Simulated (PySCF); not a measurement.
# Excited states of Sn²⁺ (tin, charge +2)

Ground state [Kr] 4d10 5s2, ¹S. Computed with PySCF 2.14 in def2-TZVP with the def2 core potential (28 electrons), with a scalar-relativistic core potential. Vertical excitation energies in eV without spin-orbit coupling; excited terms of each kind are numbered among those the solver found. Frozen: 4s2 4p6.

```json
{"term": "1 3P°", "leading excitation": "5s → p", "EOM-EE-CCSD": "6.996"}
{"term": "1 1P°", "leading excitation": "5s → p", "EOM-EE-CCSD": "10.000"}
{"term": "1 3D", "leading excitation": "5s → d", "EOM-EE-CCSD": "17.680"}
{"term": "1 3S", "leading excitation": "5s → s", "EOM-EE-CCSD": "17.975"}
{"term": "1 1S", "leading excitation": "5s → s", "EOM-EE-CCSD": "18.778"}
{"term": "2 3P°", "leading excitation": "5s → p", "EOM-EE-CCSD": "19.815"}
{"term": "2 1P°", "leading excitation": "5s → p", "EOM-EE-CCSD": "20.059"}
{"term": "1 1D", "leading excitation": "5s → d", "EOM-EE-CCSD": "20.062"}
{"term": "1 3F°", "leading excitation": "5s → f", "EOM-EE-CCSD": "30.322"}
{"term": "1 1F°", "leading excitation": "5s → f", "EOM-EE-CCSD": "32.464"}
```

Doubly excited terms such as np² are absent. The solver can miss terms. Rydberg members are limited by the diffuse functions of the basis.
